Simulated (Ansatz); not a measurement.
Ansatz (a quantum-chemistry and plane-wave program) input (RI-MP2/aug-cc-pVTZ):
A basis named .json is the Basis Set Exchange file of that set.

Ansatz 0.2 input:
```yaml
crystal:
  periodic: [false, false, false]
  atoms:
    - {symbol: F, position_ang: [-0.84442754, -1.21264784, -0.50851344]}
    - {symbol: As, position_ang: [0.00430976, -0.00973490, 0.39902916]}
    - {symbol: F, position_ang: [1.47486281, -0.10210959, -0.50647003]}
    - {symbol: F, position_ang: [-0.64623773, 1.35045204, -0.44812347]}
basis:
  gaussian:
    orbitals: aug-cc-pVTZ
    fitting: {mean_field: def2-universal-jkfit, correlation: aug-cc-pVTZ-RIFIT.json}
magnetization: {spin_polarized: false}
correlation: {method: mp2, electrons: outside_noble_gas}
```

Output:

```
Functional definition: HF
integrals: 0.18 GiB planned
497 factors; integrals over basis functions are off by at most 9.0e-1 eV
509 factors; integrals over basis functions are off by at most 1.3e2 eV
mean field: 0.65 GiB planned
mean field evaluation 1: about -68916.5600 eV, gradient 4.5e1 eV
mean field evaluation 2: about -68918.5261 eV, gradient 3.4e1 eV
mean field evaluation 4: about -68919.9598 eV, gradient 8.4e-1 eV
mean field evaluation 8: about -68919.9628 eV, gradient 1.4e-6 eV
mean field -68919.96276066 eV, -2532.7619158256 hartree, gradient 1.4e-6 eV, S^2 0.000000; 0 other end points of the search recorded, 0 dependent functions left out
17 core orbitals not correlated
reference -68919.96276066 eV, -2532.7619158256 hartree; 13, 13 occupied and 167, 167 virtual orbitals, 509 factors
second order -25.06785424 eV of doubles, -0.00000000 eV of singles
Total energy: -68945.03061490 eV, -2533.6831424774 hartree
```
